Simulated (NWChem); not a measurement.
System: BSiH5O; SMILES BO[SiH3]

The following NWChem deck was run.

```
start job
memory heap 200 mb stack 900 mb global 1100 mb
geometry units angstroms noautosym nocenter noautoz
  B     -0.089332    -1.818789    -0.000129
  H     -1.314363    -1.840127     0.000024
  H      0.577378    -2.839452    -0.000624
  O      0.574916    -0.636123     0.000330
  Si     0.012280     0.970099    -0.000270
  H      0.555696     1.638195     1.226362
  H     -1.490693     0.994379     0.002894
  H      0.550412     1.635633    -1.230643
end
basis spherical
  B library 6-31+g*
  H library 6-31+g*
  O library 6-31+g*
  Si library 6-31+g*
end
dft
  xc pbe0
  iterations 150
end
property
  response 1 0.0428
end
task dft property
```

Output (shortened):

```
             Northwest Computational Chemistry Package (NWChem) 7.3.0
             --------------------------------------------------------

                             Geometry "geometry" -> ""
                             -------------------------

 Output coordinates in angstroms (scale by  1.889725989 to convert to a.u.)

  No.       Tag          Charge          X              Y              Z
 ---- ---------------- ---------- -------------- -------------- --------------
    1 B                    5.0000    -0.08933200    -1.81878900    -0.00012900
    2 H                    1.0000    -1.31436300    -1.84012700     0.00002400
    3 H                    1.0000     0.57737800    -2.83945200    -0.00062400
    4 O                    8.0000     0.57491600    -0.63612300     0.00033000
    5 Si                  14.0000     0.01228000     0.97009900    -0.00027000
    6 H                    1.0000     0.55569600     1.63819500     1.22636200
    7 H                    1.0000    -1.49069300     0.99437900     0.00289400
    8 H                    1.0000     0.55041200     1.63563300    -1.23064300

 Effective nuclear repulsion energy (a.u.)      99.7973317634

                              NWChem Property Module
                              ----------------------

                                 NWChem DFT Module
                                 -----------------

 Summary of "ao basis" -> "ao basis" (spherical)
 ------------------------------------------------------------------------------
       Tag                 Description            Shells   Functions and Types
 ---------------- ------------------------------  ------  ---------------------
 B                          6-31+g*                  8       18   4s3p1d
 H                          6-31+g*                  2        2   2s
 O                          6-31+g*                  8       18   4s3p1d
 Si                         6-31+g*                 10       22   5s4p1d

            General Information
            -------------------
          SCF calculation type: DFT
          Wavefunction type:  closed shell.
          No. of atoms     :     8
          No. of electrons :    32
           Alpha electrons :    16
            Beta electrons :    16
          Charge           :     0
          Spin multiplicity:     1
          Use of symmetry is: off; symmetry adaption is: off
          Maximum number of iterations: 150
          AO basis - number of functions:    68
                     number of shells:    36
          Convergence on energy requested:  1.00D-06
          Convergence on density requested:  1.00D-05
          Convergence on gradient requested:  5.00D-04

              XC Information
              --------------
                         PBE0 Method XC Functional
                     Hartree-Fock (Exact) Exchange  0.250
          PerdewBurkeErnzerhof Exchange Functional  0.750
            Perdew 1991 LDA Correlation Functional  1.000 local
           PerdewBurkeErnz. Correlation Functional  1.000 non-local

             Grid Information
             ----------------
          Grid used for XC integration:  medium
          Radial quadrature: Mura-Knowles
          Angular quadrature: Lebedev.
          Tag              B.-S. Rad. Rad. Pts. Rad. Cut. Ang. Pts.
          ---              ---------- --------- --------- ---------
          B                   0.85       49          13.0       434
          H                   0.35       45          12.0       434
          O                   0.60       49          10.0       434
          Si                  1.10       88          13.0       590
          Grid pruning is: on
          Number of quadrature shells:   411
          Spatial weights used:  Erf1

      Superposition of Atomic Density Guess
      -------------------------------------

 Sum of atomic energies:        -390.59558074

      Non-variational initial energy
      ------------------------------

 Total energy =    -391.559195
 1-e energy   =    -736.342964
 2-e energy   =     244.986437
 HOMO         =      -0.359504
 LUMO         =       0.000198

   convergence    iter        energy       DeltaE   RMS-Dens  Diis-err
 ---------------- ----- ----------------- --------- --------- ---------
 d= 0,ls=0.0,diis     1   -392.2950004088 -4.92D+02  1.47D-02  5.01D-01
 d= 0,ls=0.0,diis     2   -392.2379923774  5.70D-02  8.74D-03  1.22D+00
 d= 0,ls=0.0,diis     3   -392.3568041550 -1.19D-01  1.48D-03  1.58D-02
 d= 0,ls=0.0,diis     4   -392.3584722020 -1.67D-03  4.33D-04  7.96D-04
 d= 0,ls=0.0,diis     5   -392.3586019463 -1.30D-04  4.20D-05  4.25D-06
 d= 0,ls=0.0,diis     6   -392.3586027250 -7.79D-07  7.61D-06  1.49D-07

         Total DFT energy =     -392.358602725013
      One electron energy =     -738.732112170567
           Coulomb energy =      281.752470586003
    Exchange-Corr. energy =      -35.176292903882
 Nuclear repulsion energy =       99.797331763433

 Numeric. integr. density =       31.999990621092

                       DFT Final Molecular Orbital Analysis
                       ------------------------------------

 Vector   14  Occ=2.000000D+00  E=-3.641476D-01
              MO Center= -4.2D-01,  6.8D-01,  2.6D-03, r^2= 3.4D+00
   Bfn.  Coefficient  Atom+Function         Bfn.  Coefficient  Atom+Function
  ----- ------------  ---------------      ----- ------------  ---------------
    47      0.355656  5 Si px                66     -0.300786  7 H  s
    65     -0.257798  7 H  s                 64      0.156940  6 H  s
    68      0.155669  8 H  s                 25     -0.152954  4 O  px
    43     -0.142280  5 Si px                63      0.133093  6 H  s
    67      0.132043  8 H  s                  4      0.131125  1 B  py

 Vector   15  Occ=2.000000D+00  E=-3.517713D-01
              MO Center=  4.3D-01,  7.9D-01, -2.8D-03, r^2= 2.9D+00
   Bfn.  Coefficient  Atom+Function         Bfn.  Coefficient  Atom+Function
  ----- ------------  ---------------      ----- ------------  ---------------
    27      0.342684  4 O  pz                49     -0.319981  5 Si pz
    64     -0.264852  6 H  s                 68      0.265591  8 H  s
    31      0.247806  4 O  pz                63     -0.211612  6 H  s
    67      0.212196  8 H  s                 45      0.127360  5 Si pz
     5      0.122136  1 B  pz                59     -0.086776  5 Si d -1

 Vector   16  Occ=2.000000D+00  E=-3.093366D-01
              MO Center= -5.3D-02, -1.5D+00,  2.9D-05, r^2= 2.5D+00
   Bfn.  Coefficient  Atom+Function         Bfn.  Coefficient  Atom+Function
  ----- ------------  ---------------      ----- ------------  ---------------
    25      0.373671  4 O  px                20      0.278215  2 H  s
     3     -0.273911  1 B  px                29      0.269363  4 O  px
    22     -0.247279  3 H  s                 19      0.212390  2 H  s
    21     -0.204882  3 H  s                 48      0.109961  5 Si py
    66      0.109106  7 H  s                  4      0.106775  1 B  py

 Vector   17  Occ=0.000000D+00  E=-2.395778D-02
              MO Center= -1.4D-01, -1.8D+00, -8.0D-04, r^2= 4.2D+00
   Bfn.  Coefficient  Atom+Function         Bfn.  Coefficient  Atom+Function
  ----- ------------  ---------------      ----- ------------  ---------------
     9      0.524721  1 B  pz                13      0.485491  1 B  pz
     5      0.414458  1 B  pz                35     -0.265284  4 O  pz
    27     -0.240479  4 O  pz                31     -0.220968  4 O  pz
    49     -0.068090  5 Si pz                53      0.061346  5 Si pz
    59      0.035806  5 Si d -1

 Vector   18  Occ=0.000000D+00  E=-7.785971D-03
              MO Center= -1.4D-03,  1.2D+00, -2.1D-04, r^2= 6.0D+00
   Bfn.  Coefficient  Atom+Function         Bfn.  Coefficient  Atom+Function
  ----- ------------  ---------------      ----- ------------  ---------------
    32      1.456857  4 O  s                 52      0.998970  5 Si py
    50     -0.764460  5 Si s                 54     -0.688905  5 Si s
    56      0.676169  5 Si py                28      0.327150  4 O  s
    48      0.324594  5 Si py                34      0.309708  4 O  py
    51     -0.305598  5 Si px                10      0.270918  1 B  s

 Vector   19  Occ=0.000000D+00  E= 1.137562D-02
              MO Center= -2.5D-01,  1.7D+00,  2.6D-04, r^2= 1.1D+01
   Bfn.  Coefficient  Atom+Function         Bfn.  Coefficient  Atom+Function
  ----- ------------  ---------------      ----- ------------  ---------------
    50      1.399227  5 Si s                 54     -1.367687  5 Si s
    10     -0.593774  1 B  s                 56     -0.519939  5 Si py
    32      0.403983  4 O  s                 46      0.299879  5 Si s
    52      0.292747  5 Si py                64     -0.210816  6 H  s
    68     -0.210907  8 H  s                 34     -0.175412  4 O  py

     Multipole analysis of the density
     ---------------------------------

     L   x y z        total         alpha         beta         nuclear
     -   - - -        -----         -----         ----         -------
     0   0 0 0     -0.000000    -16.000000    -16.000000     32.000000

     1   1 0 0     -0.236867     -3.144847     -3.144847      6.052826
     1   0 1 0      0.496441      1.205286      1.205286     -1.914132
     1   0 0 1     -0.000170      0.003479      0.003479     -0.007128

[...]

 DFT Linear Response polarizability / au
 Frequency  =       0.0428000 / au
 Wavelength =    1064.5643224 / nm
              X              Y              Z
 -----------------------------------------------
 X      40.9895810      1.9290048     -0.0013484
 Y       1.9290418     49.1717956      0.0009043
 Z      -0.0013486      0.0009042     34.3520212
 -----------------------------------------------
 Eigenvalues =      40.5576125     49.6037645     34.3520208
 Isotropic   =      41.5044659
 Anisotropic =      13.2845384
 -----------------------------------------------

 Magnetic Dipole Response Matrix (nonzero elements):
```

Level: PBE0/6-31+G* (spherical d). Geometry: optimised at PBE-D3(BJ)/def2-SVP.
